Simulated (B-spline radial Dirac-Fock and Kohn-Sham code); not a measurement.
**Pr⁴⁺ 4d3/2: cross section and angular parameters**

System: praseodymium as Pr⁴⁺ in the configuration 1s2 2s2 2p6 3s2 3p6 3d10 4s2 4p6 4d10 4f1 5s2 5p6; threshold 176.7 eV (orbital energy of the model). The computed values come from an atomic code on a B-spline grid: Dirac-Hartree-Slater photoionisation with a Latter tail; cross sections with all multipoles, angular parameters from the dipole term and its interference with E2.

For linearly polarised light dσ/dΩ = σ/(4π) [1 + β P₂(cos θ) + (δ + γ cos²θ) sin θ cos φ], with θ from the polarisation vector and φ the angle between the beam and the projection of the electron momentum on the plane normal to the polarisation.

```csv
hν (eV),σ (kb),β,γ,δ
200,189,-0.735,-0.295,0.124
220,225,-0.998,-0.327,0.169
234,255,-0.896,-0.235,0.159
300,354,-0.114,0.077,0.075
625,229,1.032,-0.006,0.001
800,155,1.190,-0.037,0.006
964,?,?,?,?
1253.6,63.8,1.337,0.033,0.022
1790,27.6,1.362,0.197,0.037
2984.4,7.08,1.297,0.556,0.067
3330,5.17,1.271,0.645,0.076
3370,4.99,1.268,0.655,0.077
4430,2.20,1.191,0.892,0.104
6000,0.838,1.087,1.163,0.145
6320,0.707,1.067,1.209,0.154
7610,0.380,0.997,1.372,0.188
8047.8,0.314,0.975,1.421,0.200
10400,0.128,0.872,1.634,0.262
10800,0.112,0.856,1.664,0.273
13000,0.0574,0.781,1.803,0.329
13300,0.0528,0.771,1.819,0.336
```

Q: Give the values at 964 eV.

A: σ = 110 kb, β = 1.270, γ = -0.028, δ = 0.012.
